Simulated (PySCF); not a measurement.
# `C1=C[C@H](OC)OCCO1`, C₆H₁₀O₃

Geometry:
```tsv
atom	x (Å)	y (Å)	z (Å)
C1	2.764	-0.219	0.089
O2	1.598	0.118	-0.628
C3	0.608	0.752	0.152
C4	-0.379	1.322	-0.833
C5	-1.591	0.920	-1.203
O6	-2.405	-0.065	-0.772
C7	-2.136	-0.708	0.456
C8	-0.687	-1.162	0.634
O9	0.108	-0.109	1.137
H10	2.535	-0.879	0.932
H11	3.415	-0.732	-0.615
H12	3.261	0.682	0.468
H13	1.065	1.575	0.733
H14	0.041	2.151	-1.382
H15	-2.087	1.444	-2.012
H16	-2.381	-0.029	1.285
H17	-2.813	-1.564	0.477
H18	-0.280	-1.535	-0.313
H19	-0.645	-1.953	1.386
```

Level of theory: GIAO B3LYP/pcSseg-1 magnetisability, rotational g tensor and spin-rotation constants, non-relativistic, gas phase in PySCF 2.14.0. Geometry: GFN2-xTB.

Task: Give the nuclear spin-rotation constants along the inertial axes (H = +C I·J) beside the isotropic shieldings.

Result: Rotational constants 3.1973, 1.2660, 1.0188 GHz. A star marks the isotopologue with that one atom substituted, in its own axes.
| atom | isotope | Caa (kHz) | Cbb (kHz) | Ccc (kHz) | mean (kHz) | σ (ppm) |
| --- | --- | --- | --- | --- | --- | --- |
| H10 | 1H | -0.307 | 0.058 | -0.102 | -0.117 | 28.0 |
| H11 | 1H | -0.210 | -0.130 | 0.012 | -0.109 | 28.2 |
| H12 | 1H | -0.205 | -0.117 | -0.008 | -0.110 | 28.7 |
| H13 | 1H | -0.154 | -0.135 | 0.028 | -0.087 | 26.6 |
| H14 | 1H | -0.273 | 0.081 | -0.123 | -0.105 | 27.3 |
| H15 | 1H | -0.187 | 0.057 | -0.102 | -0.077 | 25.6 |
| H16 | 1H | -0.308 | -0.137 | 0.057 | -0.129 | 27.6 |
| H17 | 1H | -0.104 | -0.062 | -0.067 | -0.078 | 27.4 |
| H18 | 1H | -0.286 | -0.097 | 0.022 | -0.120 | 27.4 |
| H19 | 1H | -0.341 | 0.076 | -0.115 | -0.127 | 28.2 |
| C1 | 13C* | 0.526 | 0.284 | 0.234 | 0.348 | 124.7 |
| O2 | 17O* | -0.467 | -0.123 | -0.092 | -0.227 | 261.2 |
| C3 | 13C* | 0.913 | 0.358 | 0.287 | 0.519 | 74.5 |
| C4 | 13C* | 0.842 | 0.537 | 0.184 | 0.521 | 72.3 |
| C5 | 13C* | 1.030 | 0.627 | 0.241 | 0.633 | 29.7 |
| O6 | 17O* | -0.534 | -0.304 | -0.106 | -0.315 | 187.9 |
| C7 | 13C* | 0.808 | 0.273 | 0.264 | 0.448 | 101.3 |
| C8 | 13C* | 0.664 | 0.306 | 0.228 | 0.399 | 113.7 |
| O9 | 17O* | -0.419 | -0.186 | -0.116 | -0.240 | 237.9 |

For the geometry as given, no vibrational averaging.
